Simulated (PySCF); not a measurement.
**Fine-structure interval of Pr⁵⁴⁺ by level of theory**

Pr⁵⁴⁺ [He] 2s2 2p1 [2p1/2^1, M_J = 1/2] → Pr⁵⁴⁺ [He] 2s2 2p1 [2p3/2^1, M_J = 3/2], as a difference of total energies. Calculation: PySCF 2.14, in an uncontracted even-tempered set (17 s from 34 bohr⁻², ratio 2.4; 12 p from 45 bohr⁻², ratio 2.4; 5 d from 140 bohr⁻², ratio 2.6; 4 f from 220 bohr⁻², ratio 2.6); the two-component X2C-1e Hamiltonian. Correlated levels: nothing frozen; the 26 highest virtual spinors dropped. "Screened" scales the spin-orbit matrix elements by Boettger's factors to mimic the two-electron term; Breit and QED terms are absent.

```json
{"method": "GHF (screened spin-orbit)", "fine-structure interval (cm⁻¹)": "4333500"}
{"method": "GMP2 (screened spin-orbit)", "fine-structure interval (cm⁻¹)": "4321000"}
{"method": "GHF (bare spin-orbit)", "fine-structure interval (cm⁻¹)": "4495700"}
```
